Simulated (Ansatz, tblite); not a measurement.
# Ligand exchange: BBr3 + NaF → BBr2F + NaBr

Species: BBr3 (boron tribromide) `BrB(Br)Br`, singlet; NaF, singlet; BBr2F (dibromofluoroborane) `FB(Br)Br`, singlet; NaBr, singlet. The partners trade Br for F: B–Br and Na–F bonds give way to B–F and Na–Br.

Shapes, held fixed at every level: PBE0-D4/def2-TZVP. Programs: Ansatz 0.2.0, tblite 0.8.0. The zero-point and thermal change to 298 K, harmonic and unscaled (PBE0-D4/def2-TZVP), is +3.3 kJ/mol.

| level | kind | ΔH(298 K) (kJ/mol) | less CCSD(T)/def2-TZVPP |
| --- | --- | --- | --- |
| GFN2-xTB | semi-empirical | -101.6 | +60.1 |
| HF/def2-SVP | Hartree–Fock | -219.2 | -57.5 |
| r2SCAN-D4/def2-TZVPP | meta-GGA | -164.4 | -2.7 |
| B3LYP-D4/def2-TZVPP | global hybrid | -159.9 | +1.8 |
| wB97X-V/def2-TZVPP | range-separated hybrid | -164.5 | -2.8 |
| MP2/def2-SVP | perturbation theory | -174.0 | -12.3 |
| CCSD/def2-TZVPP | coupled cluster or CI | -168.0 | -6.3 |
| CCSD(T)/def2-TZVPP | coupled cluster or CI | -161.7 | 0.0 |

The highest level, CCSD(T)/def2-TZVPP, gives ΔH(298 K) = -161.7 kJ/mol; the levels span -219.2 to -101.6. GFN2-xTB strays far from the other rows. The column of differences is taken from that level and isn't an error. No measured value is set beside it here. Relativity is left out for Br. Outer-core shells of Br, Na are correlated, in sets that cover them unevenly.
